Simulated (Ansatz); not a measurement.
```yaml
crystal:
  periodic: [false, false, false]
  atoms:
    - {symbol: C, position_ang: [0.410675, -1.141486, 0.797423]}
    - {symbol: O, position_ang: [0.701486, -0.011073, -0.048757]}
    - {symbol: Al, position_ang: [-0.643288, 1.204609, -0.658440]}
    - {symbol: Cl, position_ang: [-2.116233, -0.101383, -1.419052]}
    - {symbol: Cl, position_ang: [0.538384, 2.201652, -2.092337]}
    - {symbol: Cl, position_ang: [-1.168670, 2.206730, 1.112088]}
    - {symbol: H, position_ang: [1.342501, -1.508515, 1.224433]}
    - {symbol: H, position_ang: [-0.101106, -1.915075, 0.225895]}
    - {symbol: H, position_ang: [-0.237542, -0.768342, 1.586901]}
    - {symbol: H, position_ang: [1.356892, -0.218418, -0.725155]}
basis:
  gaussian: {orbitals: def2-SVPD}
hamiltonian: {xc: {name: PBE0}, dispersion: rvv10}
```

```sh
$ ansatz run in.yaml --threads 4 --pin off --events-out ev --progress --plain --max-ram 11315MiB
```

Question: How does Ansatz answer? (Estimate.)

Answer: Computed: The input was rejected before any iteration.
```
Error: inconsistent input (hamiltonian.dispersion, hamiltonian.xc): `dispersion: rvv10` has no transferable b for PBE exchange — Sabatini et al. (2013) fitted b=6.3 to rPW86, and the PBE refits of Peng & Perdew (2017) are task-dependent (b=6.6 S22 / b=10.0 layered). Use `xc: {exchange: rpw86, correlation: pbe}` for the original rVV10 or `xc: r2scan` for the r²SCAN+rVV10 pairing
```
